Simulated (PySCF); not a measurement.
## Radial density of Ba (barium, neutral)

UHF, [Xe] 6s1 7s1, high-spin 3S determinant (an excited configuration). Calculation: PySCF 2.14, in x2c-TZVPPall with one added diffuse shell each of s, p, d type (12s8p7d2f1g, 94 functions); the spin-free X2C one-electron Hamiltonian (Gaussian nucleus).

| r (bohr) | 4πr²ρ (e/bohr) | 4πr²(ρα − ρβ) |
| --- | --- | --- |
| 0.0288 | 65.38 | -0.0008 |
| 0.0485 | 73.40 | 0.0008 |
| 0.0815 | 95.63 | 0.0046 |
| 0.137 | 69.83 | -0.0007 |
| 0.231 | 81.90 | 0.0087 |
| 0.388 | 34.03 | 0.0049 |
| 0.652 | 32.99 | 0.0050 |
| 1.10 | 11.48 | 0.0495 |
| 1.85 | 5.609 | -0.0128 |
| 3.10 | 0.9727 | 0.2397 |
| 5.22 | 0.2221 | 0.2163 |
| 8.78 | 0.1093 | 0.1093 |
| 14.8 | 0.06568 | 0.0657 |
| 24.9 | 0.0002443 | 0.0002 |

Densities and radii are taken from the X2C orbitals without a picture-change correction, which distorts them close to the nucleus.

Spin-orbit coupling, which splits the p, d and f shells strongly at this Z, is absent. The outer electron is Rydberg-like, and this basis confines it to a smaller radius and binds it less than a complete one would.

**Question.** Where is the radial spin density 4πr²(ρα − ρβ) most negative, and why is it negative at all?

**Answer.** Around r = 1.85 bohr, down to -0.0128 e/bohr: exchange with the open shell polarises the paired shells in an unrestricted calculation.
